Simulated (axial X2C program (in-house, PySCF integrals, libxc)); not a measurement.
## Outer orbitals of SbTe at 2.543 Å, M06

Computed with an in-house relativistic program for diatomic molecules. Spin-free means the one-electron spin-free X2C Hamiltonian; two-component (2c) means X2C with spin–orbit coupling and atomic mean-field two-electron Coulomb and Gaunt terms, so the difference of the two also holds small scalar two-electron terms. Basis: Te dyall-cv3z [11s12p8d4f1g], Sb dyall-cv3z [11s12p8d4f1g] (cores contracted in-house); Gaussian nuclei, density fitting, unrestricted open shells. Masses: Te 129.906 u, Sb 120.904 u.

The distance is close to the 2c PBE0 minimum; the highest filled and lowest empty levels are listed.

Spin-free orbitals, state M_S = 1/2, Λ = 1 (beyond evenly filled blocks: π+α) (Löwdin shares):

| symmetry | occupied | ε (eV) | atomic character |
| --- | --- | --- | --- |
| σα | yes | -17.37 | 62% Te s, 24% Sb s, 8% Sb p |
| σβ | yes | -17.12 | 59% Te s, 25% Sb s, 8% Sb p |
| σα | yes | -13.52 | 56% Sb s, 21% Te s, 14% Te p |
| σβ | yes | -13.12 | 55% Sb s, 23% Te s, 14% Te p |
| σα | yes | -7.83 | 47% Te p, 41% Sb p, 7% Sb s |
| σβ | yes | -7.62 | 46% Te p, 40% Sb p, 8% Sb s |
| π+α | yes | -7.38 | 63% Te p, 34% Sb p |
| π-α | yes | -7.03 | 67% Te p, 29% Sb p, 3% Sb d |
| π-β | yes | -6.75 | 61% Te p, 35% Sb p, 2% Sb d |
| π+β | yes | -6.75 | 61% Te p, 35% Sb p, 2% Sb d |
| π+α | yes | -5.03 | 61% Sb p, 32% Te p, 4% Te d |
| π-α | no | -3.33 | 66% Sb p, 27% Te p, 4% Te d |
| π+β | no | -3.12 | 60% Sb p, 33% Te p, 4% Te d |
| π-β | no | -3.12 | 60% Sb p, 33% Te p, 4% Te d |
| σα | no | -0.68 | 40% Sb p, 24% Te p, 15% Sb d |

Spinors with spin–orbit coupling (state Ω = 1/2):

```csv
ω,occupied,ε (eV),atomic character,λ mixture
-1/2,yes,-17.32,"62% Te s, 24% Sb s, 8% Sb p",100% σ
1/2,yes,-17.09,"60% Te s, 25% Sb s, 8% Sb p",100% σ
-1/2,yes,-13.46,"56% Sb s, 21% Te s, 14% Te p",100% σ
1/2,yes,-13.07,"55% Sb s, 23% Te s, 14% Te p",100% σ
-1/2,yes,-7.85,"48% Te p, 39% Sb p, 7% Sb s","97% σ, 3% π"
1/2,yes,-7.72,"59% Te p, 30% Sb p, 6% Sb s","62% σ, 38% π"
1/2,yes,-7.49,"50% Te p, 43% Sb p, 3% Sb s","64% π, 36% σ"
-1/2,yes,-6.96,"60% Te p, 36% Sb p, 2% Sb d","98% π, 2% σ"
-3/2,yes,-6.77,"66% Te p, 30% Sb p, 3% Sb d",100% π
3/2,yes,-6.51,"60% Te p, 36% Sb p, 2% Sb d",100% π
1/2,yes,-5.17,"62% Sb p, 32% Te p, 3% Te d","98% π, 2% σ"
-1/2,no,-3.25,"61% Sb p, 32% Te p, 4% Te d","98% π, 2% σ"
-3/2,no,-3.09,"64% Sb p, 28% Te p, 4% Te d",100% π
3/2,no,-2.89,"59% Sb p, 33% Te p, 4% Te d",100% π
-1/2,no,-0.65,"40% Sb p, 24% Te p, 15% Sb d",100% σ
```

(1) How does the gap between the highest filled and lowest empty level change from the spin-free to the 2c table?

Mulliken charges and populations of the two-component result (they depend on the basis, above all on diffuse functions):

Te -0.12 e (s 9.97 p 22.06 d 20.07 f 0.01), Sb 0.12 e (s 9.91 p 20.87 d 20.09 f 0.02). ⟨Lz⟩ = 0.99 ħ and ⟨Sz⟩ = -0.49 ħ (-0.18 and -0.30 on the two atoms), which add up to Ω.

The state is one determinant whose occupation by symmetry is held fixed; it was picked as the lowest of a PBE0 search that is not exhaustive. Density functionals use the spin component along the axis (collinear). Without a current term, density functionals place determinants with orbital angular momentum somewhat too high. The determinant is spin-polarised beyond a pure state at some levels (its spin-free form has ⟨S²⟩ too high), which makes Re and μ there less reliable.

Answers

(1) From 1.70 to 1.92 eV at M06, a change of 0.22 eV.
